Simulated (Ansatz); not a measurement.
Species: C₃H₁₁NSi (charge 0, singlet). 
Geometry from a B3LYP-D3(BJ)/def2-TZVP (Ansatz, a quantum-chemistry and plane-wave program) optimisation:
```xyz
16

C      1.7282    -0.0346    -0.6992
Si    -0.0007    -0.0125     0.0236
C     -1.1385    -0.9955    -1.1077
C     -0.6634     1.7344     0.1691
N      0.1121    -0.6493     1.6318
H      2.4102     0.5760    -0.1044
H      2.1303    -1.0507    -0.7322
H      1.7306     0.3497    -1.7219
H     -1.1792    -0.5589    -2.1093
H     -0.7970    -2.0287    -1.2095
H     -2.1583    -1.0218    -0.7153
H     -1.6498     1.7454     0.6402
H     -0.7675     2.1975    -0.8149
H      0.0015     2.3577     0.7701
H     -0.6661    -0.5633     2.2673
H      0.6116    -1.5084     1.8035
```

Basis-set convergence of Hartree-Fock and CCSD correlation energies (hartree) with Ansatz. Correlated levels leave the core frozen unless marked. Spin-orbit coupling is left out. No relativistic terms.

```json
[
 {"basis": "aug-cc-pV(D+d)Z", "functions": "223", "E(HF)": "-463.48204", "E(corr, CCSD)": "-0.81906"},
 {"basis": "aug-cc-pV(T+d)Z", "functions": "492", "E(HF)": "[?]", "E(corr, CCSD)": "[?]"}
]
```

### Question
Some entries are withheld; supply them.

### Answer

- aug-cc-pV(T+d)Z, E(HF): -463.54450
- aug-cc-pV(T+d)Z, E(corr, CCSD): -0.95493
